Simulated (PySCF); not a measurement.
## Exercise with solution: oscillator strength and radiative lifetime

prop-2-enylcyclopropane (C6H10), SMILES C(CC1CC1)=C.

Geometry: B3LYP-D3(BJ)/def2-SVP. One conformer was computed; it need not be the lowest.

TDA-ωB97X/def2-SVPD (PySCF) puts the first singlet state with f over 0.02 at 7.77 eV (vertical), with the transition dipole (1.115, 0.412, 0.880) in atomic units.

**Question.** Find the oscillator strength, the wavelength and the radiative lifetime that this transition would have in vacuum if emission retraced absorption.

**Answer.** 
|μ|² = 2.1874 au, so |μ| = 3.76 D. ΔE = 7.77/27.211 = 0.2855 hartree. f = (2/3) ΔE |μ|² = 0.416 (the program prints 0.417).
λ = 1239.84/7.77 = 160 nm; ν = 62669 cm⁻¹.
Einstein's coefficient A = 0.6670 ν² f s⁻¹ (ν in cm⁻¹) = 1.1e9 s⁻¹, so τ = 1/A = 0.92 ns. This state is S1. The figure is the radiative limit of this one transition; relaxation, internal conversion, crossing to triplets and a medium change what is measured.
